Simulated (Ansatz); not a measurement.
CH$_{7}$NOSi, SMILES `NCO[SiH3]`: the same geometry under several functionals.

```yaml
crystal:
  periodic: [false, false, false]
  atoms:
    - {symbol: N, position_ang: [-1.796538, 1.099788, -0.223611]}
    - {symbol: C, position_ang: [-0.862140, 0.165416, 0.287346]}
    - {symbol: O, position_ang: [0.380620, 0.189302, -0.416064]}
    - {symbol: Si, position_ang: [1.648801, -0.785325, -0.039914]}
    - {symbol: H, position_ang: [-2.009751, 0.910716, -1.194332]}
    - {symbol: H, position_ang: [-1.443043, 2.045281, -0.155839]}
    - {symbol: H, position_ang: [-1.292583, -0.840115, 0.216606]}
    - {symbol: H, position_ang: [-0.678049, 0.390904, 1.344073]}
    - {symbol: H, position_ang: [2.106038, -0.554796, 1.359902]}
    - {symbol: H, position_ang: [2.735138, -0.455108, -0.990859]}
    - {symbol: H, position_ang: [1.277007, -2.223162, -0.166708]}
basis:
  gaussian: {orbitals: def2-TZVPP}
hamiltonian: {xc: {name: B2PLYP}}
```

```sh
$ ansatz run in.yaml --threads 2 --pin off --events-out ev --progress --plain --max-ram 4352MiB
```

Output, abridged:

```
Functional definition: B2PLYP
1362 factors; integrals over basis functions are off by at most 1.1e-3 eV
mean field evaluation 1: about -12549.9415 eV, gradient 5.3e1 eV
mean field evaluation 2: about -12550.0777 eV, gradient 5.3e1 eV
mean field evaluation 4: about -12555.1252 eV, gradient 5.8e0 eV
mean field evaluation 8: about -12555.1895 eV, gradient 4.2e-1 eV
mean field evaluation 16: about -12555.1899 eV, gradient 4.5e-5 eV
mean field -12555.18988936 eV, -461.3947182207 hartree, gradient 2.4e-6 eV, S^2 0.000000; 0 other end points of the search recorded, 0 dependent functions left out
8 core orbitals not correlated: weight in the atoms' cores, before any rotation towards them, 1.000 or more for the frozen orbitals, at most 0.000 for the correlated occupied ones
reference -12555.19005967 eV, -461.3947244796 hartree; 13, 13 occupied and 212, 212 virtual orbitals, 1362 factors
second order -24.71585208 eV of doubles, -0.00000000 eV of singles
Total energy: -12561.86333974 eV, -461.6399629985 hartree
```

Hardware: 2 threads of an Arm Neoverse V2 on a shared host. Wall time 7 s, peak host memory 0.53 GiB.

With the line `hamiltonian: {xc: pbe, dispersion: d4}` and forces (abridged; 3 s):

```
Functional definition: PBE
mean field evaluation 16: about -12558.8872 eV, gradient 8.7e-3 eV
mean field -12558.88721298 eV, -461.5305923575 hartree, gradient 5.0e-5 eV, S^2 0.000000
Total energy: -12559.06604587 eV, -461.5371643452 hartree
Atom 0 force    -0.294288    -0.026929     0.189811 eV/Å
Atom 1 force    -0.224127    -0.047324     0.174052 eV/Å
Atom 2 force     0.152974     0.312070    -0.425297 eV/Å
Atom 3 force     0.265882    -0.213601     0.088879 eV/Å
Atom 4 force    -0.088752    -0.050003    -0.335048 eV/Å
Atom 5 force     0.102938     0.334380     0.016860 eV/Å
Atom 6 force    -0.105136    -0.232946    -0.004529 eV/Å
Atom 7 force     0.033190     0.044495     0.249387 eV/Å
Atom 8 force     0.066504     0.013327     0.158750 eV/Å
Atom 9 force     0.115763     0.037044    -0.103398 eV/Å
Atom 10 force    -0.024948    -0.170513    -0.009467 eV/Å
Dipole moment:    -0.034301     0.046091    -0.031708 e Å
```

With the line `hamiltonian: {xc: {name: r2SCAN0}, dispersion: d4}` (abridged; 6 s):

```
Functional definition: r2SCAN0
mean field evaluation 16: about -12564.7169 eV, gradient 6.1e-5 eV
mean field -12564.71688113 eV, -461.7448287104 hartree, gradient 6.1e-5 eV, S^2 0.000000
Total energy: -12564.76911272 eV, -461.7467481860 hartree
```

The same input with `hamiltonian: {xc: {name: BLYP}, dispersion: d4}` (abridged; 2.4 s):

```
Functional definition: BLYP
mean field evaluation 16: about -12567.0328 eV, gradient 4.0e-4 eV
mean field -12567.03278644 eV, -461.8299366609 hartree, gradient 8.4e-5 eV, S^2 0.000000
Total energy: -12567.43331213 eV, -461.8446557084 hartree
```

The same input with `hamiltonian: {xc: lda}` (abridged; 1.4 s):

```
Functional definition: SPW92
mean field evaluation 16: about -12499.2042 eV, gradient 4.4e-4 eV
mean field -12499.20416196 eV, -459.3372806873 hartree, gradient 7.5e-5 eV, S^2 0.000000
Total energy: -12499.20420181 eV, -459.3372821517 hartree
```

The same input with `hamiltonian: {xc: {name: r2SCANh}, dispersion: d4}` (abridged; 5.5 s):

```
Functional definition: r2SCANh
mean field evaluation 16: about -12565.1122 eV, gradient 2.6e-5 eV
mean field -12565.11215920 eV, -461.7593549117 hartree, gradient 2.6e-5 eV, S^2 0.000000
Total energy: -12565.15968196 eV, -461.7611013409 hartree
```
